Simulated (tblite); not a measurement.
Input of a run (GFN2-xTB geometry optimisation, gas phase (tblite 0.8.0)), started from a force field or distance geometry:
```
{"job": {"kind": "relax", "xc": "GFN2-xTB", "basis": "xTB"}, "charge": 0, "multiplicity": 1}
C     -2.448600     0.984900     2.136200
C     -2.066200     0.406600     1.153700
Si    -1.445400    -0.484400    -0.319600
P     -2.530600     0.256900    -2.091900
O      0.255200    -0.190400    -0.411200
C      1.131500    -0.892800     0.390900
C      2.416400    -0.592400     0.485500
C      2.906600     0.559000    -0.323300
H     -2.800000     1.515000     2.997700
H     -1.651800    -1.935100    -0.154000
H     -3.276400     1.468000    -1.863300
H     -3.361400    -0.824900    -2.595500
H      0.747700    -1.713400     0.978300
H      3.031900    -1.181400     1.130200
H      2.143500     1.391200    -0.301400
H      3.814300     0.975900     0.141900
H      3.126000     0.269300    -1.364100
```

Output (eV, eV/Å):
```
step      E/eV     max force
  0    -639.65475    1.959
  1    -639.89128    1.737
  2    -640.18323    2.061
  3    -640.30077    4.063
  4    -640.51164    1.702
  5    -640.56699    0.957
  6    -640.59489    0.375
  7    -640.61567    0.447
  8    -640.63184    0.353
  9    -640.64509    0.371
 10    -640.66478    0.410
 11    -640.67927    0.302
 12    -640.68898    0.228
 13    -640.69555    0.193
 14    -640.70146    0.190
 15    -640.70534    0.153
 16    -640.70730    0.104
 17    -640.70852    0.092
 18    -640.70978    0.092
 19    -640.71126    0.116
 20    -640.71282    0.108
 21    -640.71442    0.092
 22    -640.71629    0.113
 23    -640.71864    0.137
 24    -640.72114    0.122
 25    -640.72321    0.110
 26    -640.72475    0.098
 27    -640.72624    0.092
 28    -640.72807    0.116
 29    -640.72972    0.106
 30    -640.73077    0.066
 31    -640.73155    0.078
 32    -640.73250    0.082
 33    -640.73372    0.105
 34    -640.73494    0.095
 35    -640.73596    0.077
 36    -640.73699    0.106
 37    -640.73845    0.125
 38    -640.74061    0.163
 39    -640.74317    0.151
 40    -640.74554    0.103
 41    -640.74761    0.112
 42    -640.74960    0.112
 43    -640.75138    0.122
 44    -640.75271    0.107
 45    -640.75384    0.079
 46    -640.75502    0.125
 47    -640.75625    0.138
 48    -640.75716    0.114
 49    -640.75805    0.063
 50    -640.75864    0.051
 51    -640.75928    0.083
 52    -640.75970    0.076
 53    -640.76004    0.039
 54    -640.76026    0.038
 55    -640.76050    0.050
 56    -640.76081    0.055
 57    -640.76113    0.049
 58    -640.76135    0.034
 59    -640.76150    0.036
 60    -640.76167    0.036
 61    -640.76191    0.044
 62    -640.76220    0.045
 63    -640.76247    0.041
 64    -640.76271    0.056
 65    -640.76302    0.057
 66    -640.76346    0.067
 67    -640.76407    0.066
 68    -640.76471    0.075
 69    -640.76547    0.073
 70    -640.76611    0.092
 71    -640.76715    0.077
 72    -640.76783    0.054
 73    -640.76825    0.047
 74    -640.76852    0.055
 75    -640.76905    0.065
 76    -640.76965    0.066
 77    -640.77002    0.043
 78    -640.77024    0.045
 79    -640.77052    0.049
 80    -640.77092    0.073
 81    -640.77139    0.066
 82    -640.77173    0.051
 83    -640.77200    0.044
 84    -640.77233    0.060
 85    -640.77274    0.075
 86    -640.77318    0.062
 87    -640.77351    0.046
 88    -640.77370    0.044
 89    -640.77390    0.051
 90    -640.77418    0.051
 91    -640.77457    0.032
 92    -640.77473    0.039
 93    -640.77488    0.037
 94    -640.77503    0.026
 95    -640.77516    0.019
 96    -640.77525    0.017
 97    -640.77531    0.021
 98    -640.77535    0.017
 99    -640.77541    0.015
100    -640.77546    0.016
101    -640.77551    0.018
102    -640.77557    0.019
103    -640.77563    0.022
104    -640.77570    0.022
105    -640.77576    0.025
106    -640.77579    0.057
107    -640.77582    0.024
108    -640.77584    0.017
109    -640.77586    0.012
110    -640.77588    0.013
111    -640.77590    0.014
112    -640.77596    0.013
113    -640.77599    0.018
114    -640.77602    0.015
115    -640.77606    0.017
116    -640.77612    0.017
117    -640.77621    0.022
118    -640.77632    0.032
119    -640.77641    0.028
120    -640.77645    0.015
121    -640.77648    0.009
```

Q: Summarise the run.

A: The energy falls by 108.2 kJ/mol over 121 L-BFGS steps, the largest force on an atom goes from 1.96 to 0.009 eV/Å, and the atoms move by 0.427 Å rms after alignment. The bond that changes most is Si3–O5 (oxygen-bound silicon to silyl ether oxygen), which shortens by 0.107 Å. Bonds longer at the end by more than 0.005 Å: 3 of 16; shorter: 8. Among the angles that change most is H11–P4–H12, from 112.6° to 92.0°. Among the dihedrals that turn most is C6–C7–C8–H15, from 40° to -2°. The energy never rose by more than 1e-5 eV on the way. The first step brought 21 % of the lowering.

Q: What are the final bond lengths?

A: C1≡C2 1.203 Å, C2–Si3 1.860 Å, Si3–P4 2.237 Å, Si3–O5 1.622 Å, O5–C6 1.355 Å, C6=C7 1.325 Å, C7–C8 1.493 Å, C1–H9 1.052 Å, Si3–H10 1.471 Å, P4–H11 1.383 Å, P4–H12 1.384 Å, C6–H13 1.083 Å, C7–H14 1.079 Å, C8–H15 1.086 Å, C8–H16 1.090 Å, C8–H17 1.089 Å. Numbering counts from 1 in the input's order; the species is `C#C[Si@@H](P)O/C=C\C`.

Time: 1.6 s. Hardware: one thread, Arm Neoverse N1 (aarch64), shared host with 64 logical CPUs at a one-minute load of 62.

GFN2-xTB frequencies show an imaginary mode (53i cm⁻¹), so the point is no minimum at that level.

The numbers are calculated, not measured.
